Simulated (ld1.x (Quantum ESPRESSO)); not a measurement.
**Cutoff test, nickel (Ni), TM**

ld1.x (Quantum ESPRESSO) 7.5 input, shortened:

```
&input
   title='Ni', zed=28., rel=1, dft='WC', iswitch=3,
   config='[Ar] 3d7 4s0 4p0'
 /
 &inputp
   pseudotype=2, tm=.true., lloc=2,
   nlcc=.false.
 /
3
4S  1  0   0.00   0.00  1.50  1.50  0.0
4P  2  1   0.00   0.00  2.20  2.20  0.0
3D  3  2   7.00   0.00  1.55  1.55  0.0
 &test
   configts(1)='3d7 4s0 4p0'
 /
```

The pseudo-atom Hamiltonian at the reference potential is diagonalised in spherical Bessel functions j_l(qr) that vanish at 20 bohr, with q² up to the cutoff. All-electron valence levels (Ry): 4s -2.4424, 4p -1.8533, 3d -3.4599.

**Question.** How do the lowest levels (Ry) of each channel move with the cutoff, and are there ghosts?

**Answer.**

```tsv
cutoff (Ry)	s #1	s #2	p #1	p #2	d #1	d #2	f #1	Σ f·Δε (mRy)
8	-2.4477	-1.0081	-1.8483	-0.8350	-1.3177	-0.6482	-0.6156	14995.7
15	-3.4796	-2.1496	-1.8528	-0.8358	-1.4140	-0.6878	-0.6173	14321.5
21	-7.3751	-2.4011	-1.8534	-0.8538	-1.5294	-0.7348	-0.6175	13513.9
30	-10.5633	-2.4346	-2.7202	-1.8532	-1.7760	-0.8216	-0.6177	11787.7
45	-13.0398	-2.4392	-4.9444	-1.8533	-2.5817	-0.9734	-0.6179	6147.4
60	-13.6245	-2.4412	-5.8872	-1.8533	-3.1778	-1.0292	-0.6181	1975.1
80	-13.7454	-2.4418	-6.3696	-1.8533	-3.4090	-1.0476	-0.6183	356.5
100	-13.7615	-2.4421	-6.4291	-1.8533	-3.4554	-1.0517	-0.6183	31.8
140	-13.7637	-2.4423	-6.4310	-1.8533	-3.4596	-1.0521	-0.6183	2.7
200	-13.7664	-2.4424	-6.4320	-1.8533	-3.4599	-1.0521	-0.6183	0.4
260	-13.7664	-2.4424	-6.4322	-1.8533	-3.4599	-1.0521	-0.6183	0.0
400	-13.7664	-2.4424	-6.4322	-1.8533	-3.4599	-1.0521	-0.6183	0.0
```

Result: ghost states, extra bound levels that the all-electron valence spectrum of the same l lacks: s at -187.3 eV, p at -87.5 eV (a true bound ghost makes a file unfit for plane-wave use); 10 mRy is reached at 110 Ry and 1 mRy at 200 Ry.

Its largest configuration-test error is -487 meV.
